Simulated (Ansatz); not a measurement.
Cost and result for the atomization energy of CH5BFNO (`CNB(O)F`) (10 atoms, 9 bonds).

Cartesian coordinates in Å:
```
C -0.9477 0.8638 0.6352
N -0.0080 0.2833 -0.2960
B 0.6770 -0.9297 -0.1121
O 1.5650 -1.4767 -0.9941
F 0.4651 -1.6313 1.0078
H -1.9425 0.9752 0.1925
H -1.0384 0.2115 1.5026
H -0.6174 1.8464 0.9863
H 0.1411 0.8209 -1.1323
H 1.7057 -0.9631 -1.7898
```

The species carries charge 0 and has multiplicity 1. Geometry: relaxed with PBE0-D4/def2-TZVP. It is one conformer, not always the lowest. Program: Ansatz. All runs use 4 threads of an Arm Neoverse V1 on a shared host. Times are those of one run each, without the atoms' runs, and a repeat can differ threefold. Electronic energies, without spin–orbit coupling; frozen cores. CCSD(T)/CBS adds CCSD(T) − MP2 in def2-TZVPP to the MP2 limit, and its time is that of the two runs behind it. T1 = 0.011. B3LYP takes the VWN-RPA correlation (the form of Gaussian; ORCA's B3LYP/G). HSE06 is the plane-wave form, built on full-range PBE exchange.

CCSD(T)/CBS is a level of theory with its own doubt, some kJ/mol a heavy atom from the limit and from the frozen cores, so smaller differences don't rank the functionals.

```tsv
level	functions	wall time	atomization (kcal/mol)	difference from CCSD(T)/CBS	per bond
BLYP-D4/def2-TZVPP	225	1.5 s	994.8	4.9	0.5
PBE-D4/def2-TZVPP (with forces)	225	1.9 s	1014.7	24.8	2.8
PBE0-D4/def2-TZVPP	225	2 s	992.3	2.4	0.3
HSE06-D4/def2-TZVPP	225	2.2 s	993.2	3.3	0.4
CAM-B3LYP-D4/def2-TZVPP	225	2.3 s	1000.2	10.3	1.1
B3LYP-D4/def2-TZVPP (with forces)	225	2.8 s	992.7	2.8	0.3
r2SCANh-D4/def2-TZVPP	225	3.5 s	985.5	-4.4	-0.5
PBE-QIDH/def2-TZVPP	225	3.7 s	983.9	-6.0	-0.7
CCSD(T)/def2-SVP	95	3.9 s	941.4	-48.5	-5.4
B97M-V/def2-TZVPP	225	7 s	991.2	1.3	0.1
MP2/def2-QZVPP	435	16 s	1003.7	13.8	1.5
CCSD(T)/def2-TZVPP	225	100 s	963.9	-26.0	-2.9
CCSD(T)/CBS(def2)	–	2 min	989.9	0.0	0.0
```

Leaving LDA and LC-ωPBE aside and taking each functional with its dispersion term where it has one, the values, not all of them listed here, spread over 55.3 kcal/mol, from BHLYP-D4 to PBE-D4. LDA lies +131.7 kcal/mol from PBE without D4, its usual overbinding. In def2-TZVPP, CCSD(T) changes the Hartree–Fock value by +241.1 kcal/mol (the triples alone add +14.1 kcal/mol) and MP2 by +265.5 kcal/mol; breaking electron pairs costs correlation energy, which Hartree–Fock lacks. At CCSD(T), def2-SVP lies −48.5 kcal/mol from the extrapolated value and def2-TZVPP −26.1 kcal/mol: correlation converges slowly with the basis, and small sets miss more of it in the bonded molecule than in its fragments.
